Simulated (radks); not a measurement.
Eu3+, 60 electrons, occupied as [Xe] 4f(5/2: 5, 7/2: 0) 6s1 (not the ground configuration).

Method: Dirac Kohn-Sham, BLYP, spin-unpolarised, spherical densities, finite nucleus; Fermi nuclear charge, rms radius 5.1115 fm; computed with a radial shooting solver on a logarithmic mesh with Libxc functionals.

Energy parts (eV):
total: -295249.83
kinetic: 321029.73
electron-nucleus: -722009.30
Hartree: 112326.65
exchange-correlation: -6596.91

Orbitals (lengths in bohr, moments of r in powers of bohr):
| orbital | occ. | eigenvalue (eV) | <1/r> | <r^4> | <r^2> |
|---|---|---|---|---|---|
| 1s1/2 | 2 | -48360.62 | 70.22 | 1.226e-06 | 0.0006793 |
| 2s1/2 | 2 | -7973.788 | 16.72 | 0.0001955 | 0.01062 |
| 2p1/2 | 2 | -7567.711 | 16.70 | 0.0001212 | 0.007724 |
| 2p3/2 | 4 | -6919.563 | 14.82 | 0.0001578 | 0.008963 |
| 3s1/2 | 2 | -1789.505 | 6.085 | 0.007652 | 0.07111 |
| 3p1/2 | 2 | -1613.978 | 6.001 | 0.006981 | 0.06635 |
| 3p3/2 | 4 | -1481.924 | 5.526 | 0.008503 | 0.07349 |
| 3d3/2 | 4 | -1177.767 | 5.402 | 0.006208 | 0.05889 |
| 3d5/2 | 6 | -1149.045 | 5.284 | 0.006600 | 0.06089 |
| 4s1/2 | 2 | -389.7082 | 2.548 | 0.1878 | 0.3595 |
| 4p1/2 | 2 | -321.7769 | 2.443 | 0.2140 | 0.3786 |
| 4p3/2 | 4 | -292.3032 | 2.283 | 0.2596 | 0.4171 |
| 4d3/2 | 4 | -180.2427 | 2.070 | 0.3690 | 0.4777 |
| 4d5/2 | 6 | -174.9020 | 2.030 | 0.3924 | 0.4926 |
| 5s1/2 | 2 | -79.4175 | 1.012 | 5.574 | 1.959 |
| 5p1/2 | 2 | -59.8099 | 0.9085 | 8.537 | 2.391 |
| 5p3/2 | 4 | -55.2148 | 0.8541 | 10.50 | 2.652 |
| 4f5/2 | 5 | -43.2632 | 1.550 | 1.713 | 0.8548 |
| 4f7/2 | 0 | -42.5293 | 1.535 | 1.789 | 0.8726 |
| 6s1/2 | 1 | -24.6931 | 0.4234 | 147.7 | 10.27 |

The highest occupied level is 6s1/2 at -24.693 eV. The configuration is held as typed, so some empty levels lie below it. Summed over all electrons, <r^2> = 43.11 bohr^2, which gives a Langevin (diamagnetic) susceptibility term of -34.1 x 10^-6 cm^3/mol.
